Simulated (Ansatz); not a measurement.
C₇H₈O, triplet, at a GFN2-xTB geometry (a higher spin typed on purpose: for a closed-shell molecule this is an excited state); SVWN5/STO-3G (Ansatz, a first-principles code).

The Ansatz input:
Ansatz 0.2 input:
```yaml
crystal:
  periodic: [false, false, false]
  atoms:
    - {symbol: C, position_ang: [-2.82886691, 0.11365998, 0.41084630]}
    - {symbol: C, position_ang: [-1.36084943, 0.08196016, 0.24103019]}
    - {symbol: C, position_ang: [-0.47524385, 0.68309352, 1.12500116]}
    - {symbol: C, position_ang: [0.88163698, 0.63730515, 0.94181897]}
    - {symbol: C, position_ang: [1.41781904, -0.08979791, -0.25812852]}
    - {symbol: O, position_ang: [2.75994491, -0.14696017, -0.45819888]}
    - {symbol: C, position_ang: [0.54333867, -0.69511269, -1.14965421]}
    - {symbol: C, position_ang: [-0.81243319, -0.64286232, -0.95628549]}
    - {symbol: H, position_ang: [-3.22651680, -0.90388393, 0.47087693]}
    - {symbol: H, position_ang: [-3.11907885, 0.66090837, 1.30475859]}
    - {symbol: H, position_ang: [-3.30224152, 0.57673260, -0.46013301]}
    - {symbol: H, position_ang: [-0.87348754, 1.20425276, 1.98620988]}
    - {symbol: H, position_ang: [1.57899501, 1.10002326, 1.62097482]}
    - {symbol: H, position_ang: [3.21478773, 0.32271562, 0.25174725]}
    - {symbol: H, position_ang: [0.96156029, -1.20965675, -2.00196752]}
    - {symbol: H, position_ang: [-1.50598552, -1.10488583, -1.63464623]}
basis:
  gaussian:
    orbitals: STO-3G
hamiltonian:
  xc: {name: SVWN5}
magnetization: {spin_polarized: true, initial_magnetization: 2}
```

Predict the main parts of the log of this Ansatz run.


```
Functional definition: SVWN5
679 factors; integrals over basis functions are off by at most 5.2e-5 eV
mean field evaluation 1: about -9229.2299 eV, gradient 1.5e1 eV
mean field evaluation 2: about -9218.8272 eV, gradient 3.9e1 eV
mean field evaluation 4: about -9230.8759 eV, gradient 6.1e0 eV
mean field evaluation 8: about -9230.8814 eV, gradient 3.3e-1 eV
mean field evaluation 16: about -9230.8822 eV, gradient 4.2e-4 eV
mean field evaluation 32: about -9227.8018 eV, gradient 1.2e1 eV
mean field -9230.88220139 eV, -339.2286639845 hartree, gradient 1.1e-5 eV, S^2 2.011040; 3 other end points of the search recorded, 0 dependent functions left out
reference -9230.88222827 eV, -339.2286649721 hartree; 30, 28 occupied and 18, 20 virtual orbitals, 679 factors
Total energy: -9230.88222827 eV, -339.2286649721 hartree
```
